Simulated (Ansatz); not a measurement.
Total energies of `CS[S][SnH3]`.

Cartesian coordinates in Å:
```
C 2.0009 -0.0335 -0.2473
S 0.9578 -1.3267 0.4460
S -0.6258 -1.3593 -0.8638
Sn -2.0319 0.2520 0.2629
H 1.4921 0.9306 -0.2320
H 2.8856 0.0168 0.3920
H 2.3023 -0.2854 -1.2635
H -2.4831 -0.4024 1.7687
H -1.1088 1.6714 0.4706
H -3.3890 0.5364 -0.7336
```

The species carries charge 0 and has multiplicity 1. Correlated methods include outer-core shells of Sn, which these sets cover unevenly. Sn: def2 effective core potential. The geometry is a stationary point of PBE0-D4/def2-TZVP. It is one conformer, not always the lowest. Basis def2-TZVPP, the Gaussian-basis code of Ansatz.

RPA on PBE orbitals: Hartree–Fock energy of these orbitals -1049.75351 Eh, correlation -1.40420 Eh (frozen core).

| functional | energy without D4 (Eh) | D4 term (kJ/mol) |
| --- | --- | --- |
| LDA (SPW92) | -1048.96282 | – |
| revPBE | -1052.33475 | -70.6 |
| BLYP | -1052.35316 | -58.0 |
| B97M-V | -1052.25201 | – |
| r2SCAN0 | -1052.40613 | -7.8 |
| HSE06 (plane-wave form) | -1052.10382 | -22.0 |
| CAM-B3LYP | -1052.42123 | -24.1 |
| LC-ωPBE | -1052.23004 | – |
| ωB97X-V | -1052.29634 | – |
| PBE-QIDH | -1051.74977 | – |

Problem. Give the same for PBE, r2SCAN, PBE0, B3LYP, r2SCANh, BHLYP, ωB97M-V, B2PLYP. (Best estimate.)

Solution. The calculation gave: 
| functional | energy without D4 (Eh) | D4 term (kJ/mol) |
| --- | --- | --- |
| PBE | -1052.03880 | -27.1 |
| r2SCAN | -1052.44672 | -6.4 |
| PBE0 | -1052.12306 | -23.2 |
| B3LYP | -1052.55855 | -44.3 |
| r2SCANh | -1052.42995 | -6.9 |
| BHLYP | -1052.33910 | -38.5 |
| ωB97M-V | -1052.31961 | – |
| B2PLYP | -1051.93699 | – |

B3LYP takes the VWN-RPA correlation (the form of Gaussian; ORCA's B3LYP/G). HSE06 is the plane-wave form, built on full-range PBE exchange. The double hybrids freeze the cores in their second-order part.

LC-ωPBE has ω = 0.4 bohr⁻¹.
